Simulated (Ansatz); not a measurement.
Geometry optimisation, RKS B3LYP-D4/def2-mTZVP (Ansatz 0.2.0).

Input:

```yaml
crystal:
  periodic: [false, false, false]
  atoms:
    - { symbol: Al, position_ang: [-0.302404, 0.056176, -0.442173] }
    - { symbol: "N", position_ang: [1.285693, 0.459973, 0.455285] }
    - { symbol: "N", position_ang: [-0.948438, -1.065864, 0.734639] }
    - { symbol: H, position_ang: [-0.115174, -1.225433, 1.302133] }
    - { symbol: O, position_ang: [-0.895901, 0.516136, -1.963575] }
    - { symbol: H, position_ang: [2.059431, 0.972445, 0.05263] }
    - { symbol: H, position_ang: [1.214425, 0.722335, 1.431978] }
    - { symbol: H, position_ang: [-1.710351, -1.695593, 0.91698] }
    - { symbol: H, position_ang: [-0.58728, 1.259826, -2.487897] }
basis:
  gaussian: { orbitals: def2-mTZVP }
hamiltonian:
  xc: b3lyp
  dispersion: d4
relax:
  f_tol: 0.03
  max_steps: 50
```

Run as:

```bash
$ ansatz run input.yaml --threads 2 --pin off --max-ram 3072MiB --backend cpu --events-out ev --progress --plain --runs-dir out
```

Task: Where does it end, and by what steps?

Result: It converged. The force dipped under the threshold on the way, but the program's further checks kept it going. After 9 steps the energy has fallen by 0.526 eV; H4 moved furthest, 0.73 Å.

```json
{"step": "0", "energy less start (eV)": "0.0000", "largest force component (eV/Å)": "1.244", "accepted": "yes"}
{"step": "1", "energy less start (eV)": "-0.2250", "largest force component (eV/Å)": "0.792", "accepted": "yes"}
{"step": "2", "energy less start (eV)": "-0.4074", "largest force component (eV/Å)": "0.540", "accepted": "yes"}
{"step": "3", "energy less start (eV)": "-0.4928", "largest force component (eV/Å)": "0.358", "accepted": "yes"}
{"step": "4", "energy less start (eV)": "-0.5178", "largest force component (eV/Å)": "0.140", "accepted": "yes"}
{"step": "5", "energy less start (eV)": "-0.5120", "largest force component (eV/Å)": "0.244", "accepted": "no"}
{"step": "6", "energy less start (eV)": "-0.5248", "largest force component (eV/Å)": "0.071", "accepted": "yes"}
{"step": "7", "energy less start (eV)": "-0.5263", "largest force component (eV/Å)": "0.010", "accepted": "yes"}
{"step": "8", "energy less start (eV)": "-0.5262", "largest force component (eV/Å)": "0.111", "accepted": "no"}
{"step": "9", "energy less start (eV)": "-0.5264", "largest force component (eV/Å)": "0.023", "accepted": "yes"}
```

```xyz
9
Properties=species:S:1:pos:R:3
Al -0.139 0.021 -0.226
N 1.350 0.792 0.356
N -0.988 -1.191 0.745
H -0.676 -1.570 1.627
O -0.830 0.391 -1.742
H 1.916 1.438 -0.175
H 1.765 0.641 1.264
H -1.858 -1.624 0.467
H -0.539 1.103 -2.317
```

Time of the run: 22 s on 2 threads of Arm Neoverse V1, with other jobs on the host, peak memory 0.19 GiB.
